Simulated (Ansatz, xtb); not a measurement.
# Isomers of CH4NSe− in order of energy

4 gas-phase structures of CH4NSe−, found in a search over its isomers (lower ones may exist). Each was relaxed with GFN2-xTB:

A. `NC[Se-]`, a singlet
B. `C[N-][SeH]`, a singlet
C. `C[Se][NH-]`, a singlet
D. `CN[Se-]`, a singlet

Task: Which do you expect lowest at r2SCAN-D4/def2-SVPD//GFN2-xTB, and how would the others follow?

Result: Calculated order at r2SCAN-D4/def2-SVPD//GFN2-xTB: A (0.0), D (65.2), C (194.4), B (209.0) kJ/mol.

Energies above the lowest of each column, in kJ/mol; the last columns are at r2SCAN-D4/def2-SVPD geometries and were run for some of them only (a dash: not run or not comparable):

```
structure  GFN2-xTB  HF/STO-3G  r2SCAN-D4/def2-SVPD//GFN2-xTB  r2SCAN-D4/def2-SVPD  CCSD(T)/def2-SVPD + ΔMP2/def2-TZVPPD
        A       0.0        0.0                            0.0                  0.0                                   0.0
        D      46.7       14.0                           65.2                 68.0                                  62.7
        C     206.7      256.6                          194.4                189.7                                 163.5
        B     192.0      278.4                          209.0                    –                                     –
```

Every level run on A puts it lowest or level with the lowest. Some further structures that were screened fall inside this span and aren't listed. Flexible structures stand in one conformer each, not always the lowest. Frequencies (r2SCAN-D4/def2-SVPD) were run for A, C, D alone. The ΔMP2 step shifts differences by up to 31.6 kJ/mol, which makes them less sure. ΔMP2 is the change of the MP2 energy from the smaller to the larger basis.

Over these structures GFN2-xTB departs from r2SCAN-D4/def2-SVPD//GFN2-xTB by 12.0 kJ/mol on average once a common shift is removed. A GFN2-xTB relaxation took about 0.046 s and the r2SCAN-D4/def2-SVPD//GFN2-xTB energy about 1.9 s on a shared host (Ansatz 0.2.0, xtb 6.7.1).
